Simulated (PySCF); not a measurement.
Match the calculated data to a structure.

All candidates are C7H6O.

- UV, first state: lowest singlet excitation: 4.70 eV (264 nm, f = 0.115) [TDDFT CAM-B3LYP/def2-SVPD]
- Triplet: lowest triplet excitation (Tamm–Dancoff): 3.26 eV [TDA CAM-B3LYP/def2-SVPD]
- Dipole: 0.90 D [CAM-B3LYP/def2-SVPD]
- Polarisability: 82.2 au [CAM-B3LYP/def2-SVPD]
- Rotational structure: rotational constants A, B, C: 5.301, 1.531, 1.196 GHz [GFN2-xTB]

The electronic properties come from PySCF, for the isolated species, density fitting. Levels stand in brackets. Isolated species at its GFN2-xTB geometry, gas phase.

Question: Which candidate is it?
A. `CC#Cc1ccco1`
B. `C#CCC#CC(C)=O`
C. `C=C1C=C(C=O)C1=C`
D. `C#CC1=COC=CC1`

Answer: D. It is `C#CC1=COC=CC1`. Numbering: `[CH:1]#[C:2][C:3]1=[CH:4][O:5][CH:6]=[CH:7][CH2:8]1`. Its formula, C7H6O, gives 5 degrees of unsaturation: 1 ring and 4 π bonds in the structure found. The optimised geometry has point group Cs and is an asymmetric top.

The others, at the same levels:
- `C=C1C=C(C=O)C1=C` fails: its computed lowest singlet excitation is 3.40 eV (364 nm, f = 0.000) (against 4.70 eV), lowest triplet excitation (Tamm–Dancoff) is 2.39 eV (against 3.26 eV) and static isotropic polarisability is 93.1 au (against 82.2 au).
- `CC#Cc1ccco1` fails: its computed lowest singlet excitation is 5.17 eV (240 nm, f = 0.448) (against 4.70 eV), static isotropic polarisability is 88.8 au (against 82.2 au) and rotational constant A is 8.812 GHz (against 5.301 GHz).
- `C#CCC#CC(C)=O` fails: its computed lowest singlet excitation is 4.11 eV (301 nm, f = 0.000) (against 4.70 eV), lowest triplet excitation (Tamm–Dancoff) is 3.56 eV (against 3.26 eV) and smallest rotational constant is 0.757 GHz (against 1.196 GHz).

Each candidate is one conformer, not necessarily the lowest. Dipoles, sizes and rotational constants follow the conformer. The torsions of the flexible species, by atom-mapped SMILES:
- `[CH2:1]=[C:2]1[CH:3]=[C:4]([CH:5]=[O:6])[C:7]1=[CH2:8]`: C3–C4–C5–O6 0°
